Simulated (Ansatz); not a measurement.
Total energies of `F[SiH]1CN1`.

Z-matrix (Å, degrees):
```
Si
C 1 1.818
N 1 1.674 2 51.1
F 1 1.594 2 118.8 3 109.6
H 1 1.471 2 129.4 3 -99.7
H 2 1.091 1 116.4 3 -106.3
H 2 1.088 1 126.3 3 99.7
H 3 1.005 1 139.6 2 114.0
```

Total charge 0; spin multiplicity 1. The geometry is a stationary point of PBE0-D4/def2-TZVP. Basis def2-TZVPP, the Gaussian-basis code of Ansatz.

RPA on PBE orbitals: Hartree–Fock energy of these orbitals -483.09188 Eh, correlation -1.18458 Eh (frozen core).

| functional | kind | energy without D4 (Eh) | D4 term (kJ/mol) |
| --- | --- | --- | --- |
| LDA (SPW92) | LDA | -482.11092 | – |
| r2SCAN | meta-GGA | -484.60320 | -3.1 |
| B97M-V | meta-GGA with VV10 | -484.60625 | – |
| r2SCAN0 | meta-GGA hybrid, 25 % | -484.57431 | -3.6 |
| HSE06 (plane-wave form) | screened hybrid | -484.37919 | -10.2 |
| BHLYP | global hybrid, 50 % | -484.63091 | -15.8 |
| LC-ωPBE | long-range corrected hybrid | -484.52055 | – |
| ωB97M-V | range-separated hybrid meta-GGA with VV10 | -484.64118 | – |
| B2PLYP | double hybrid | -484.47337 | – |
| PBE-QIDH | double hybrid | -484.28558 | – |

(1) Give the same for PBE, revPBE, BLYP, PBE0, B3LYP, r2SCANh, CAM-B3LYP, ωB97X-V. (Best estimate.)

B3LYP takes the VWN-RPA correlation (the form of Gaussian; ORCA's B3LYP/G). HSE06 is the plane-wave form, built on full-range PBE exchange. The double hybrids freeze the cores in their second-order part.

Answers

(1) The calculation gave: 
| functional | kind | energy without D4 (Eh) | D4 term (kJ/mol) |
| --- | --- | --- | --- |
| PBE | GGA | -484.35960 | -13.3 |
| revPBE | GGA | -484.59809 | -44.1 |
| BLYP | GGA | -484.67655 | -30.2 |
| PBE0 | global hybrid, 25 % exact exchange | -484.39488 | -11.0 |
| B3LYP | global hybrid, 20 % | -484.74737 | -21.6 |
| r2SCANh | meta-GGA hybrid, 10 % | -484.59126 | -3.2 |
| CAM-B3LYP | range-separated hybrid | -484.66348 | -11.0 |
| ωB97X-V | range-separated hybrid GGA with VV10 | -484.61556 | – |

LC-ωPBE has ω = 0.4 bohr⁻¹.
